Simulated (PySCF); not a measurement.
Dipole response of Tc⁺ (technetium, charge +1)

[Kr] 4d4 5s2, high-spin 5D determinant (an excited configuration). Computed with PySCF 2.14 in x2c-TZVPPall with one added diffuse shell each of s, p, d, f type (9s7p7d3f1g, 95 functions), with the spin-free X2C one-electron Hamiltonian (Gaussian nucleus). Coupled (time-dependent) response in atomic units; α is the mean over directions.

```
   method  mean α (bohr³)         α xx, yy, zz  C₆ (like pair)  S(−4)
CAM-B3LYP           42.74  43.08, 43.07, 42.07           375.9  780.0
```

S(−4) is the Cauchy moment in α(ω) = α(0) + S(−4) ω² + …

Spin-orbit coupling is absent.

α(iu) at CAM-B3LYP:

```
u (hartree)  α(iu) (bohr³)
          0          42.74
     0.0500          40.89
      0.100          36.35
      0.200          25.99
      0.300          18.55
      0.500          10.93
      0.750          6.937
       1.00          4.977
       1.50          3.032
       2.00          2.062
       3.00          1.126
       5.00         0.4822
```

For an ion, C₆ is the dispersion term alone; charge-induced terms of lower order in 1/R come first.

The components differ because the open shell of this determinant is not spherical; for a pure term their mean is the scalar polarisability.
